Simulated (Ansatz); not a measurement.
Start from `B[SiH]1CO1` and change one atom or group to get `S[SiH]1CO1`.

Ansatz, PBE0-D4/def2-TZVP geometries, multiplicity 1. Each molecule was computed in one conformer, which needn't be the lowest.

| property | `B[SiH]1CO1` |
| --- | --- |
| HOMO energy (PBE0/def2-TZVPP) / eV | -7.44 |
| LUMO energy (B3LYP/def2-TZVPP) / eV | -3.03 |
| ideal-gas entropy at 298 K and 1 bar (rigid rotor, harmonic PBE0-D4/def2-TZVP) / J/(mol·K) | 305 |
| LUMO energy (PBE/def2-TZVPP) / eV | -3.71 |
| LUMO energy (PBE0/def2-TZVPP) / eV | -2.84 |
| HOMO–LUMO gap (B3LYP/def2-TZVPP) / eV | 4.20 |

(1) Give the same properties after the change, and the shifts. (Best estimate.)

Results:

(1) Ansatz gave: 
| property | `S[SiH]1CO1` | shift |
| --- | --- | --- |
| HOMO energy (PBE0/def2-TZVPP) / eV | -7.48 | -0.04 |
| LUMO energy (B3LYP/def2-TZVPP) / eV | -0.39 | 2.64 |
| ideal-gas entropy at 298 K and 1 bar (rigid rotor, harmonic PBE0-D4/def2-TZVP) / J/(mol·K) | 313 | 8 |
| LUMO energy (PBE/def2-TZVPP) / eV | -1.02 | 2.69 |
| LUMO energy (PBE0/def2-TZVPP) / eV | -0.17 | 2.67 |
| HOMO–LUMO gap (B3LYP/def2-TZVPP) / eV | 6.86 | 2.66 |

The zero-point energy changes by -26.8 kJ/mol with -3 modes.

B3LYP here is the variant with VWN-RPA as its local correlation; programs differ in this.
